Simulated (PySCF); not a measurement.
Cu⁺ (copper, charge +1) across methods

[Ar] 3d10, closed-shell 1S. All numbers are calculated (PySCF 2.14, scalar relativity through the core potential, in aug-cc-pwCVDZ-PP with ECP10MDF (6s6p5d3f, 70 functions)). The B2PLYP total includes its PT2 part (frozen core); its orbital energies are those of the SCF part.

```json
{"method": "UHF", "E (hartree)": "-195.92301", "mean ε 3s (eV)": "-150.72", "mean ε 3p (eV)": "-101.92", "mean ε 3d (eV)": "-21.864", "Σ⟨r²⟩ (bohr²)": "18.16", "⟨S²⟩": "0.000"}
{"method": "PBE0", "E (hartree)": "-196.9346", "mean ε 3s (eV)": "-130.71", "mean ε 3p (eV)": "-86.288", "mean ε 3d (eV)": "-15.865", "Σ⟨r²⟩ (bohr²)": "18.89", "⟨S²⟩": "0.000"}
{"method": "LC-wPBE", "E (hartree)": "-197.0285", "mean ε 3s (eV)": "-129.56", "mean ε 3p (eV)": "-86.544", "mean ε 3d (eV)": "-18.631", "Σ⟨r²⟩ (bohr²)": "19.06", "⟨S²⟩": "0.000"}
{"method": "M06-L", "E (hartree)": "-197.0136", "mean ε 3s (eV)": "-128.66", "mean ε 3p (eV)": "-83.933", "mean ε 3d (eV)": "-13.330", "Σ⟨r²⟩ (bohr²)": "18.93", "⟨S²⟩": "0.000"}
{"method": "MN15", "E (hartree)": "-197.3434", "mean ε 3s (eV)": "-121.52", "mean ε 3p (eV)": "-80.606", "mean ε 3d (eV)": "-17.272", "Σ⟨r²⟩ (bohr²)": "18.54", "⟨S²⟩": "0.000"}
{"method": "r2SCAN", "E (hartree)": "-196.8756", "mean ε 3s (eV)": "-128.46", "mean ε 3p (eV)": "-83.931", "mean ε 3d (eV)": "-13.625", "Σ⟨r²⟩ (bohr²)": "19.09", "⟨S²⟩": "0.000"}
{"method": "LDA", "E (hartree)": "-196.6263", "mean ε 3s (eV)": "-123.92", "mean ε 3p (eV)": "-81.015", "mean ε 3d (eV)": "-14.039", "Σ⟨r²⟩ (bohr²)": "19.35", "⟨S²⟩": "0.000"}
{"method": "B2PLYP", "E (hartree)": "-196.7562", "mean ε 3s (eV)": "-138.35", "mean ε 3p (eV)": "-92.260", "mean ε 3d (eV)": "-18.189", "Σ⟨r²⟩ (bohr²)": "18.66", "⟨S²⟩": "0.000"}
```

(1) Estimate the same row for PBE.

Energies and moments cover only the electrons outside the core potential.

## Answers

(1) E (hartree) = -196.9897; mean ε 3s (eV) = -123.86; mean ε 3p (eV) = -80.890; mean ε 3d (eV) = -13.676; Σ⟨r²⟩ (bohr²) = 19.31; ⟨S²⟩ = 0.000.
